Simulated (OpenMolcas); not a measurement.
Os2+ (d6) among equal point charges was computed by CASSCF with the d shell active (OpenMolcas, ANO-RCC-VDZP on the metal). Its lowest spin-free states, and all those of the highest spin:

| 2S+1 | Degeneracy | E (cm-1) |
| --- | --- | --- |
| 5 | 3 | 0.0 |
| 1 | 1 | 6337 |
| 3 | 3 | 7673 |
| 3 | 3 | 11262 |
| 5 | 2 | 11557 |
| 1 | 3 | 14582 |
| 3 | 3 | 16432 |
| 3 | 3 | 17786 |
| 3 | 2 | 18792 |
| 3 | 3 | 19568 |
| 1 | 3 | 21364 |
| 3 | 3 | 23120 |

Is the site octahedral, tetrahedral or cube-like, axial, or of lower symmetry?

The states with 2S+1 = 5 have orbital degeneracies 3, 2. Threefold states need a cubic site. For d6 at this spin an octahedron puts the threefold T2 below the twofold E and a tetrahedron or cube puts the twofold E below the threefold T2, so the site is octahedral. The first gap at this spin, 11600 cm-1, is |10Dq| in ligand-field theory. The run had Os2+ among 6 point charges of -1.7 e arranged as an octahedron (Oh), 2.19 Å from the ion.

Spin-orbit coupling mixes the spin-free states strongly: the lowest level takes only 44 % from its leading state, 5T2. Without dynamic correlation the repulsion within the d shell is too large (B by tens of per cent), so at a given field states of lower spin stand too high. This shell can be high or low spin here, a state of another spin lies low, and with metal d orbitals alone active their balance is uncertain, so the ground spin may be wrong. Point charges give a weaker field than real ligands, and real ions of this kind are as a rule low spin; the high spin found here belongs to the model. Point charges carry no covalency, so the field is a model and not that of real ligands. No measured value stands beside these numbers.
